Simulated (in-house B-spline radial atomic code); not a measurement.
A fraction x of an electron is moved 4f → 5f in Gd⁵⁺, starting from [Kr] 4d10 4f6 5s2 5p5 and keeping the highest spin. Computed with a B-spline radial code for spherical atoms: scalar-relativistic (X2C) HSE06, spin-polarised, spherical fractional occupations, Fermi nucleus of rms radius 5.1569 fm.

Caution: exact exchange at fractional occupations of open shells leaves self-interaction of up to several eV.

```
    x  E(x) - E(0) (eV)  4f up level (eV)  5f up level (eV)
    0            0.0000           -74.436                 -
0.125            6.2450           -75.928           -25.498
 0.25           12.6180           -77.420           -25.868
0.375           19.1346           -78.908           -26.193
  0.5                 ?                 ?                 ?
0.625           32.6000           -81.878           -26.885
 0.75           39.5436           -83.360           -27.258
0.875                 ?                 ?                 ?
    1           53.8455           -86.315           -27.999
```

(1) What belongs in the row x = 0.5?

(2) What belongs in the row x = 0.875?

(3) Check Janak's theorem between x = 0.125 and 0.25.

Results:

(1) An energy change of 25.7963 eV; 4f up at -80.394 eV, 5f up at -26.528 eV.

(2) An energy change of 46.6254 eV; 4f up at -84.839 eV, 5f up at -27.632 eV.

(3) The slope of the energy is 50.98 eV; the orbital levels give 50.99 eV (ε of the receiving orbital less ε of the emptying one, averaged over the two points).
